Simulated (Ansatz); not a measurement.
C3H7Ga (`C[CH]1[CH2][GaH]1`), relaxed with RKS PBE-D4/def2-SVP in the Gaussian-basis code of Ansatz from a rough embedded geometry. The force threshold is 0.03 eV/Å; the program also tests the step.

Total charge 0; spin multiplicity 1.

Start:

```xyz
11

C    -0.852   -0.572   -0.655
C    -0.201    0.372    0.263
C     1.219    0.588   -0.137
Ga    0.441    0.706    1.955
H    -1.955   -0.750   -0.328
H    -0.932   -0.175   -1.731
H    -0.365   -1.576   -0.703
H    -0.697    1.317    0.279
H     1.852   -0.325   -0.040
H     1.338    0.951   -1.208
H     0.152   -0.536    2.305
```

(1) By how much does the energy fall, and how many steps does the optimiser take? (Estimate.)

(2) Which bonds change most? (Estimate.)

(3) Give the relaxed structure. (Estimate.)

Results:

(1) Ansatz gave: 82.43 kcal/mol, in 19 steps, 1 of them rejected.

(2) The calculation gave: C3–Ga4 from 2.235 to 1.968 Å; Ga4–H11 from 1.322 to 1.552 Å; C2–Ga4 from 1.840 to 1.970 Å; C2–C3 from 1.491 to 1.567 Å.

(3) The calculation gave: 
```xyz
11

C    -1.019   -0.672   -0.835
C    -0.343    0.398    0.000
C     1.218    0.517   -0.036
Ga    0.503    0.181    1.766
H    -2.098   -0.766   -0.593
H    -0.936   -0.444   -1.924
H    -0.562   -1.673   -0.684
H    -0.840    1.385   -0.098
H     1.733   -0.341   -0.514
H     1.656    1.476   -0.372
H     0.687   -0.061    3.288
```
